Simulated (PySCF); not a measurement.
# C2H8SSi2: core ionisation energies

Species: C2H8SSi2.
Atom-mapped SMILES: `[CH3:1][C:2](=[S:3])[SiH2:4][SiH3:5]`

Method: delta-SCF UKS SCAN, pcX-2 on the ionised atom, pcseg-1 elsewhere, spin-free X2C (PySCF 2.14.0). Vertical ΔSCF values, vacuum level as zero.

Question: List the computed XPS lines with their assignment.

Answer: 
| atom(s) | bonded to | level | binding energy (eV) | 2p1/2 (eV) | above the level's lowest (eV) | count |
| --- | --- | --- | --- | --- | --- | --- |
| S3 | C (double bond) | S 1s | 2476.22 | – | 0.00 | 1 |
| Si5 | 3 H and Si | Si 1s | 1846.29 | – | +0.03 | 1 |
| Si4 | C, 2 H and Si | Si 1s | 1846.26 | – | 0.00 | 1 |
| C2 | S (double bond), C and Si | C 1s | 291.51 | – | +0.37 | 1 |
| C1 | C and 3 H | C 1s | 291.14 | – | 0.00 | 1 |
| Si5 | 3 H and Si | Si 2p3/2 | 106.59 | 107.21 | +0.06 | 1 |
| Si4 | C, 2 H and Si | Si 2p3/2 | 106.53 | 107.15 | 0.00 | 1 |

Lowest listed C 1s: C1, bonded to C and 3 H. Highest, 0.37 eV above it: C2, bonded to S (double bond), C and Si. Summing the Pauling electronegativity differences to the bonded atoms, each weighted by its formal bond order, gives -1.05 for the lowest site and -0.59 for the highest.

The 2 Si 1s values lie within 0.03 eV of each other; Gaussian lines of 0.5 eV full width would blend them into one maximum.

The 2 Si 2p3/2 values lie within 0.06 eV of each other.

Question: Give the binding energy of C 1s of C2 in hartree and in kJ/mol.

Answer: 291.51 eV = 10.7128 Eh = 28126 kJ/mol.

Question: What is the longest wavelength that can ionise C 1s of C2 vertically?

Answer: λ = hc/E = 12398.42 eV Å / 291.51 eV = 42.532 Å.

Not every level is listed. The unrestricted hole states depart most from a pure doublet (⟨S²⟩ = 0.75; over 0.85 named) for C 1s of C2 (1.00), which makes this value less certain. The 2p values aren't plain energy differences: one relaxed spin-free 2p hole is combined with a matrix within the shell (ground-state 2p orbital-energy differences and spin–orbit coupling). 2p3/2, the mean of its two sublevels, lies a third of the splitting below the shell's mean and 2p1/2 two thirds above it; the statistical areas are 2:1. 2p1/2 minus 2p3/2 (ligand field included): Si 0.62 eV. Geometry: PBE0-D3(BJ)/def2-SVP, one conformer, isolated molecule.

The values belong to the conformer `[CH3:1][C:2](=[S:3])[SiH2:4][SiH3:5]`: C1–C2–Si4–Si5 -105°.
